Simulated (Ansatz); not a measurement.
# Counterpoise correction, worked out

The pair of Li⁺ (SMILES [Li+], atom 1) and Br₂ (SMILES BrBr, atoms 2–3), both closed shells, in one local arrangement (a lower one may exist), relaxed at PBE0-D4/def2-TZVP:

Li1  (-0.114, -0.142, -1.514)
Br2  (-0.657, -0.818, 0.895)
Br3  (0.772, 0.961, 0.618)
(Å)

Ansatz 0.2.0; basis: def2-TZVPPD; cores frozen in the correlated methods. Filled d shells of the heavier atoms are correlated. The outer core shell of Li, Na, Mg and K is correlated. The def2 sets are not built for correlating such inner shells, so the correlated values are less sure here.

MP2 total energies in eV:

| system | geometry | basis functions | energy |
| --- | --- | --- | --- |
| pair | pair | all | -140211.16253 |
| Li⁺ | as in the pair | all (partner as ghosts) | -197.72864 |
| Br₂ | as in the pair | all (partner as ghosts) | -140012.74650 |
| Li⁺ | as in the pair | its own | -197.72650 |
| Br₂ | as in the pair | its own | -140012.70821 |
| Li⁺ | free (PBE0-D4 minimum) | its own | -197.72650 |
| Br₂ | free (PBE0-D4 minimum) | its own | -140012.71326 |

Work out the interaction energy with and without the counterpoise correction, the superposition error, and the binding energy from the relaxed fragments.

Without correction: -140211.16253 − (-197.72650) − (-140012.70821) = -0.72782 eV.
With correction (each fragment in the whole basis): -140211.16253 − (-197.72864) − (-140012.74650) = -0.68739 eV = -15.85 kcal/mol.
The superposition error is the difference, 0.04043 eV, 6 % of the uncorrected value: each fragment borrows its partner's functions.
Deformation from the free shapes: 0.00000 eV for Li⁺ and 0.00505 eV for Br₂.
Binding energy from relaxed fragments: -0.68739 + 0.00000 + 0.00505 = -0.68234 eV = -15.74 kcal/mol (electronic, without zero-point energy; negative means bound). For comparison, the corrected interaction energy by CCSD(T) at an estimated basis limit (MP2 extrapolated from triple and quadruple zeta, plus CCSD(T) − MP2 in triple zeta) is -0.766 eV.

T1 diagnostic: at most 0.007.

For scale, one of the runs: CCSD(T)/def2-TZVPPD, 136 basis functions, launched by `ansatz run in.yaml --threads 2 --pin off --events-out ev --progress --plain --max-ram 5222MiB`. The run took about 9.5 s on 2 CPU threads of an Arm Neoverse V2 (shared host).
